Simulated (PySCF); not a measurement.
Excitation energy of Mg by level of theory

Mg [Ne] 3s2 (1S) → Mg [Ne] 3s1 4s1 (3S), as a difference of total energies. Calculation: PySCF 2.14, in aug-cc-pVDZ; the non-relativistic Hamiltonian (point nucleus). Correlated levels: valence: [Ne] frozen. The calculations carry no spin-orbit coupling.

```
           method  excitation energy (eV)  error (eV)
              UHF                   4.243      -0.865
    MP2 (valence)                   4.781      -0.327
SCS-MP2 (valence)                   4.934      -0.174
   CCSD (valence)                   5.026      -0.082
```

Reference: 5.108 eV (measured; NIST levels).

Errors of the correlated levels include the incompleteness of this basis and the frozen core.

With two correlated electrons CCSD is exact in that space.
